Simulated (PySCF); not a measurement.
Species: C₇H₁₁NSi.
SMILES with atom numbers: `[CH3:1][C:2]#[C:3][Si:4]1([NH2:5])[CH2:6][CH:7]=[CH:8][CH2:9]1` (hydrogens: H10, H11, H12 on C1; H13, H14 on N5; H15, H16 on C6; H17 on C7; H18 on C8; H19, H20 on C9)

Structure optimised with GFN2-xTB, isolated species.

**Question.** What internal coordinates does the optimisation give?

**Answer.** 
| bond | length (Å) | order |
| --- | --- | --- |
| C1–C2 | 1.446 | single |
| C2≡C3 | 1.205 | triple |
| C3–Si4 | 1.856 | single |
| Si4–N5 | 1.732 | single |
| Si4–C6, Si4–C9 | 1.904 | single |
| C6–C7, C8–C9 | 1.498 | single |
| C7=C8 | 1.322 | double |
| C1–H10, C1–H11, C1–H12 | 1.090 | single |
| N5–H13, N5–H14 | 1.008 | single |
| C6–H15, C9–H20 | 1.091 | single |
| C6–H16, C9–H19 | 1.091 | single |
| C7–H17, C8–H18 | 1.082 | single |

Bonds in one row agree within 0.01 Å and their mean is given. Orders are formal, as drawn. A selection of angles:
| angle | degrees |
| --- | --- |
| C1–C2–C3 | 179.6 |
| C2–C3–Si4 | 178.2 |
| C3–Si4–N5 | 115.5 |
| C3–Si4–C6 | 112.2 |
| N5–Si4–C6 | 110.4 |
| C6–Si4–C9 | 94.3 |
| Si4–C6–C7 | 103.4 |
| C6–C7–C8 | 119.4 |
| H13–N5–Si4 | 117.8 |
| H14–N5–Si4 | 117.8 |

Dihedral angles: C3–Si4–C6–C7 -117° (anticlinal); Si4–C6–C7–C8 1° (synperiplanar); C6–C7–C8–C9 0° (synperiplanar); C7–C8–C9–Si4 -1° (synperiplanar); C3–Si4–C9–C8 117° (anticlinal). The mirror-image conformer, all signs reversed, is as good.

The 5-membered ring Si4–C6–C7–C8–C9 has internal angles of 94.3° to 119.4° (sum 540°, against 540° for a flat polygon); it is planar, 0.01 Å rms from its mean plane, widest ring torsion 1°. Si4 (four-coordinate silicon) has angles from 94.3° to 115.5°. N5 (silicon-bound nitrogen) is pyramidal (angles 117.8°, 117.8° and 109.3°, sum 344.9°, 0.27 Å off the plane of its three neighbours). The 3 C–Si bonds span 1.856 Å (C3–Si4, drawn single) to 1.904 Å (Si4–C6, drawn single), a spread of 0.048 Å. The C–C distances run from 1.205 Å (C2≡C3, drawn triple) to 1.499 Å (C8–C9, drawn single), a spread of 0.294 Å.

Point group: near Cs, missed by 0.30 Å at most; the miss may be what the optimiser left on a soft mode. GFN2-xTB frequencies: not computed here. One conformer, not necessarily the lowest (C3–Si4–N5–H 67° and -67°).
